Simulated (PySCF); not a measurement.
C₇H₁₂.
Atom-mapped SMILES: `[CH2:1]=[CH:2][C:3](=[CH2:4])[CH:5]([CH3:6])[CH3:7]` (hydrogens: H8, H9 on C1; H10 on C2; H11, H12 on C4; H13 on C5; H14, H15, H16 on C6; H17, H18, H19 on C7)

Torsions of this conformer, `[CH2:1]=[CH:2][C:3](=[CH2:4])[CH:5]([CH3:6])[CH3:7]`: C1–C2–C3–C4 -176°, C2–C3–C5–C6 -158°.

The closed-shell ground state was solved at several levels (PySCF, density fitting, gas phase, non-relativistic). The structure is a single PBE0-D3(BJ)/def2-SVP conformer in the gas phase; no vibrational or solvent corrections.

```json
{"level": "wB97X-D/pcSseg-1", "basis functions": "179", "HOMO (eV)": "-8.44", "LUMO (eV)": "0.98", "gap (eV)": "9.42", "dipole (D)": "0.29"}
{"level": "wB97X-D/def2-SVPD", "basis functions": "236", "HOMO (eV)": "-8.45", "LUMO (eV)": "0.92", "gap (eV)": "9.37", "dipole (D)": "0.31"}
{"level": "B3LYP/pcJ-1", "basis functions": "309", "HOMO (eV)": "-6.45", "LUMO (eV)": "-0.96", "gap (eV)": "5.49", "dipole (D)": "0.25"}
```

Q: Estimate the row for PBE0/pcSseg-1, a basis of 179 functions; the other rows only guide the guess.

A: HOMO -6.67 eV, LUMO -0.77 eV, gap 5.90 eV, dipole 0.29 D.

Q: Over all these levels, which gives the widest orbital gap and which the narrowest?

A: wB97X-D/pcSseg-1 (range-separated hybrid) has the widest, 9.42 eV, and B3LYP/pcJ-1 (global hybrid, 20 % exact exchange) the narrowest, 5.49 eV. Functional and basis both differ between the two, so the spread mixes both effects.

Q: How far do the dipole and the HOMO energy spread over the levels?

A: The dipole runs from 0.25 to 0.31 D (mean 0.29 D) and the HOMO from -8.45 to -6.45 eV.
